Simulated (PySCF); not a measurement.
Computed IR spectrum (relative IR intensity) of a molecule H₉N₃Si₂. Coordinates come from a PBE-D3(BJ)/def2-SVP optimisation. Other conformers were not sampled. Calculation: PBE-D3(BJ)/def2-SVP in PySCF 2.14.0. Frequencies are harmonic and unscaled.

| ν (cm⁻¹) | relative intensity |
|---|---|
| 308 | 11 |
| 388 | 64 |
| 490 | 14 |
| 560 | 7.3 |
| 674 | 8.0 |
| 761 | 18 |
| 830 | 5.0 |
| 842 | 20 |
| 864 | 23 |
| 895 | 100 |
| 927 | 9.3 |
| 934 | 5.6 |
| 946 | 35 |
| 1156 | 62 |
| 1488 | 17 |
| 2125 | 5.7 |
| 2136 | 78 |
| 2146 | 38 |
| 3478 | 4.8 |
| 3488 | 5.7 |
| 3587 | 6.8 |

**Question.** Which structure fits?
A) N[SiH2]N[SiH2]N
B) N[SiH](N)N[SiH3]
C) N[SiH2][SiH](N)N
D) N[Si](N)(N)[SiH3]

**Answer.** A, N[SiH2]N[SiH2]N
